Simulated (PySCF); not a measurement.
**GaCl⁺: energy against distance**

Set-up: Ga cc-pVDZ-PP with ECP10, Cl cc-pV(D+d)Z; scalar-relativistic core potentials (PySCF 2.14). Energies in eV from Ga⁺ + Cl in their ground configurations at the same level. State: ²Σ⁺ (doublet), unpaired electrons σ ↑.

```
R (Å)     BP86      UHF
1.839   0.1908   0.7663
1.925  -0.3782   0.2272
2.011  -0.6896  -0.0337
2.075  -0.8052  -0.1035
2.139  -0.8501  -0.1011
2.203  -0.8445  -0.0541
2.289  -0.7862   0.0361
2.396  -0.6698   0.1355
2.524  -0.5126   0.1990
2.695  -0.3253   0.2134
```

Task: Put a parabola through the three lowest points of the BP86 curve and estimate Re, k and ωe (reduced mass 23.2 u; 1 eV/Å² = 0.16022 mdyn/Å; ωe = 1302.8·√(k/μ) cm⁻¹).

Result: Through R = 2.075, 2.139, 2.203 Å the second-order coefficient is 6.16 eV/Å², so Re ≈ 2.164 Å, k ≈ 1.98 mdyn/Å and ωe ≈ 380 cm⁻¹. A polynomial fit of higher order to the unrounded BP86 energies gives Re = 2.162 Å, k = 1.70 mdyn/Å, ωe = 353 cm⁻¹; anharmonicity and rounding make the difference.

The higher-order fit for each curve: BP86: Re = 2.162 Å, ωe = 353 cm⁻¹, De = 0.85 eV; UHF: Re = 2.103 Å, ωe = 409 cm⁻¹, De = 0.109 eV.

Spin–orbit coupling is left out. For an ion De counts to the pair picked by the measured ionisation energies or electron affinities, which need not be the lowest pair at this level. The state was picked by a PBE0 search and need not be the measured ground state.
